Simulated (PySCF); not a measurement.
## Bi⁶⁸⁺ (bismuth, charge +68): PBE calculation

Configuration: [Ne] 3s2 3p3, high-spin 4S determinant. Computed with PySCF 2.14 in an uncontracted even-tempered set (17 s from 21 bohr⁻², ratio 2.5; 12 p from 28 bohr⁻², ratio 2.5; 4 d from 110 bohr⁻², ratio 2.7; 4 f from 160 bohr⁻², ratio 2.7), with scalar relativity by spin-free X2C-1e.

```
Total energy                : -15912.56 hartree
One-electron energy         : -17125.74 hartree
Hartree (Coulomb) energy    : 1408.87 hartree
Exchange-correlation energy : -195.68 hartree
⟨S²⟩                        : 3.7500
⟨L²⟩                        : 0.000
Sum of ⟨r⟩                  : 1.306 bohr
Sum of ⟨r²⟩                 : 0.1817 bohr²
```

| shell | electrons | mean orbital energy (eV) | rms radius, mean of both spins (bohr) |
| --- | --- | --- | --- |
| 1s α | 1 | -96211.2 | 0.0178 |
| 1s β | 1 | -96197.4 | 0.0178 |
| 2s α | 1 | -21897.3 | 0.0710 |
| 2s β | 1 | -21887.7 | 0.0710 |
| 2p α | 3 | -19669.0 | 0.0653 |
| 2p β | 3 | -19654.9 | 0.0653 |
| 3s α | 1 | -8809.0 | 0.171 |
| 3s β | 1 | -8766.2 | 0.171 |
| 3p α | 3 | -8158.3 | 0.170 |

Spin-orbit coupling, which splits the p, d and f shells strongly at this Z, is absent. Spin-orbit coupling is strong in this species (close to jj coupling), so the high-spin LS determinant is a model state, not a physical level.

Densities and radii are taken from the X2C orbitals without a picture-change correction, which distorts them close to the nucleus.
